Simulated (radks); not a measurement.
Task: All-electron atom: Ce12+ in [Kr] 4d10 (the NIST ground configuration). Calculated with a radial shooting solver on a logarithmic mesh with Libxc functionals: scalar-relativistic Kohn-Sham, LB94 model potential, spin-polarised, spherical densities, finite nucleus; Fermi nuclear charge, rms radius 4.8771 fm. Some entries of the table are withheld. Estimate them.

| orbital | occ. | eigenvalue (Ry) | <r> (bohr) |
|---|---|---|---|
| 1s | 2 | -2987.775 | 0.02454 |
| 2s | 2 | -492.5189 | 0.1050 |
| 2p | 6 | -443.1786 | 0.09212 |
| 3s | 2 | -118.7230 | 0.2781 |
| 3p | 6 | -102.9759 | 0.2758 |
| 3d | 10 | -80.53289 | 0.2525 |
| 4s | 2 | -35.65165 | (1) |
| 4p | 6 | -30.48065 | 0.6661 |
| 4d | 10 | -23.00194 | (2) |

Result: 
(1) 4s <r> (bohr): 0.6319
(2) 4d <r> (bohr): 0.7199
